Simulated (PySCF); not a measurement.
C8H5N5, SMILES C1=CC2=CC=NC3=NC=NC(=N1)N23.

Coordinates come from a PBE-D3(BJ)/def2-SVP optimisation.

Two levels are set side by side: PBE/def2-SVP (PySCF) and B3LYP/def2-SVP (PySCF). Same geometry, gas phase. Differences are taken from unrounded values.

```csv
quantity,B3LYP,PBE,PBE minus B3LYP
orbital gap (eV),3.21,1.96,-1.25
highest occupied level (eV),-6.03,-5.43,0.60
lowest empty level (eV),-2.82,-3.46,-0.65
dipole moment (D),4.77,4.62,-0.14
mean polarisability (bohr³),117.6,119.4,1.7
```

Without exact exchange PBE keeps part of each electron's self-repulsion, which lifts occupied levels and narrows the gap. Differences between two approximate levels are no errors against the true value.

Rough cost on one machine, each run with all the roots and properties that it gave: B3LYP against PBE within a factor of 2.
